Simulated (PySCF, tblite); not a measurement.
Isomers of C6H14ClFSi. Computed with GFN2-xTB (tblite): harmonic, unscaled wavenumbers at the GFN2-xTB geometry, gas phase. Errors from tens to a few hundred cm⁻¹ against measured bands are possible. Modes of hydrogen on silicon can be 10 to 20 % off. One conformer each.

Electronic energies: PBE0/pcSseg-1 single points on the GFN2-xTB geometries (PySCF, gas phase).

| SMILES | electronic energy, lowest = 0 (kJ/mol) |
| --- | --- |
| C[SiH2][C@@H](Cl)[C@@H](C)[C@H](C)F | 176.5 |
| CC[C@@H](F)C[C@@H](C)[SiH2]Cl | 58.9 |
| CC[Si@@H](F)C[C@H](C)CCl | 0.0 |
| CC(C)(Cl)C(C)(C)[SiH2]F | 41.8 |

How do GFN2-xTB zero-point energies change the relative energies?

```tsv
SMILES	ZPE (kJ/mol)	of it from modes above 1550 cm⁻¹	electronic (kJ/mol)	with ZPE, lowest = 0 (kJ/mol)	lowest mode (cm⁻¹)	rings
CC[Si@@H](F)C[C@H](C)CCl	494.1	247.0	0.0	0.0	10	0
CC(C)(Cl)C(C)(C)[SiH2]F	489.9	246.0	41.8	37.6	68	0
CC[C@@H](F)C[C@@H](C)[SiH2]Cl	491.2	242.6	58.9	56.0	28	0
C[SiH2][C@@H](Cl)[C@@H](C)[C@H](C)F	483.7	243.2	176.5	166.1	32	0
```

The zero-point energies span 10.4 kJ/mol, from `C[SiH2][C@@H](Cl)[C@@H](C)[C@H](C)F` to `CC[Si@@H](F)C[C@H](C)CCl`. The order is unchanged.

And how do the electronic energies of GFN2-xTB itself compare?

`CC[Si@@H](F)C[C@H](C)CCl` 54.0; `CC(C)(Cl)C(C)(C)[SiH2]F` 0.0; `CC[C@@H](F)C[C@@H](C)[SiH2]Cl` 62.7; `C[SiH2][C@@H](Cl)[C@@H](C)[C@H](C)F` 203.8 kJ/mol, lowest = 0. Against the energies above, taken from the same isomer `CC[Si@@H](F)C[C@H](C)CCl`, the largest difference is 95.8 kJ/mol.

What do entropy and thermal enthalpy add at 298.15 K and 1 bar (rigid rotor, harmonic oscillator, one conformer each)?

```tsv
SMILES	point group	symmetry number	S (J/(mol K))	H − H(0) (kJ/mol)	ZPE + H − H(0) − TS (kJ/mol)
CC(C)(Cl)C(C)(C)[SiH2]F	C1	1	443.8	34.81	392.4
CC[C@@H](F)C[C@@H](C)[SiH2]Cl	C1	1	468.6	35.26	386.8
C[SiH2][C@@H](Cl)[C@@H](C)[C@H](C)F	C1	1	476.4	36.62	378.3
```

Not tabulated: `CC[Si@@H](F)C[C@H](C)CCl` (lowest mode only 10 cm⁻¹).
